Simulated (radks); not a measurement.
The numbers below are computed, except where a source is named.
Correlation energies from several functionals, in hartree. Species: Cr17+ [He] 2s2 2p3; Zn2+ [Ar] 3d10; Ge4+ [Ar] 3d10; Te+ [Kr] 4d10 5s2 5p3. Level of theory: non-relativistic Kohn-Sham, exchange-only B88, spin-polarised, spherical densities, point nucleus (a radial shooting solver on a logarithmic mesh with Libxc functionals). Every spin shell is full or empty, so the densities are truly spherical. Functionals are evaluated on that one density, not self-consistently.

| functional | Cr17+ | Zn2+ | Ge4+ | Te+ |
|---|---|---|---|---|
| PW92 | -0.69338 | -2.5716 | -2.6711 | -4.8945 |
| VWN5 | -0.69648 | -2.5840 | -2.6839 | -4.9163 |
| PZ | -0.68097 | -2.5672 | -2.6673 | -4.8913 |
| PBEsol | -0.27228 | -1.5527 | -1.6072 | -3.0923 |
| LYP | -0.27104 | -1.3721 | -1.4040 | -2.5805 |
| PW91 | -0.27048 | -1.4750 | -1.5317 | -2.9538 |
| AM05 | -0.62179 | -2.3706 | -2.4671 | -4.5644 |
| OP (B88) | -0.27729 | -1.3334 | -1.3749 | -2.5012 |
| TPSS | -0.22669 | -1.3606 | -1.4105 | -2.7330 |
| revTPSS | -0.23164 | -1.3805 | -1.4288 | -2.7657 |
| r2SCAN | -0.23068 | -1.3710 | -1.4090 | -2.7467 |
| B95 | -0.32509 | -1.6295 | -1.7059 | -3.3340 |
| Tao-Mo | -0.19465 | -1.2951 | -1.3451 | -2.6398 |
